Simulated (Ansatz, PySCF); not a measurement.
VOF3, SMILES [O]=[V]([F])([F])[F], multiplicity 1. Atoms are numbered in the order given.

```xyz
5

V      0.0000     0.0008    -0.0449
O      0.0000     0.0048    -1.5711
F      1.3974    -0.8099     0.4883
F     -1.3974    -0.8099     0.4883
F      0.0000     1.6143     0.4946
```

Coordinates come from a ωB97X-D3(BJ)/def2-SVP optimisation. The multiplicity is an assumed one; other spin states were not compared. The isomer is the one that the SMILES or the coordinates give; other isomers of the formula were not compared.

Two levels are set side by side: PBE-D3(BJ)/def2-SVP (Ansatz, an electronic-structure program) and ωB97X-D3(BJ)/def2-SVP (PySCF). Each level has its own optimised geometry; the coordinates shown are those of the second. Frequencies come from the Hessian of PySCF at each geometry. Differences are taken from unrounded values.

```json
[
 {"quantity": "mean bond length (Å)", "ωB97X-D3(BJ)": "1.657", "PBE-D3(BJ)": "1.680", "PBE-D3(BJ) minus ωB97X-D3(BJ)": "0.022"},
 {"quantity": "bond V1–O2 (Å)", "ωB97X-D3(BJ)": "1.526", "PBE-D3(BJ)": "1.564", "PBE-D3(BJ) minus ωB97X-D3(BJ)": "0.038"},
 {"quantity": "bond V1–F3 (Å)", "ωB97X-D3(BJ)": "1.701", "PBE-D3(BJ)": "1.718", "PBE-D3(BJ) minus ωB97X-D3(BJ)": "0.017"},
 {"quantity": "bond V1–F4 (Å)", "ωB97X-D3(BJ)": "1.701", "PBE-D3(BJ)": "1.718", "PBE-D3(BJ) minus ωB97X-D3(BJ)": "0.017"},
 {"quantity": "bond V1–F5 (Å)", "ωB97X-D3(BJ)": "1.701", "PBE-D3(BJ)": "1.718", "PBE-D3(BJ) minus ωB97X-D3(BJ)": "0.017"},
 {"quantity": "highest harmonic wavenumber (cm⁻¹)", "ωB97X-D3(BJ)": "1234", "PBE-D3(BJ)": "1116", "PBE-D3(BJ) minus ωB97X-D3(BJ)": "-118"},
 {"quantity": "mean harmonic wavenumber (cm⁻¹)", "ωB97X-D3(BJ)": "564", "PBE-D3(BJ)": "529", "PBE-D3(BJ) minus ωB97X-D3(BJ)": "-35"},
 {"quantity": "zero-point energy (kcal/mol)", "ωB97X-D3(BJ)": "7.25", "PBE-D3(BJ)": "6.80", "PBE-D3(BJ) minus ωB97X-D3(BJ)": "-0.45"}
]
```

Exact exchange shortens and stiffens bonds; PBE has none. Differences between two approximate levels are no errors against the true value.
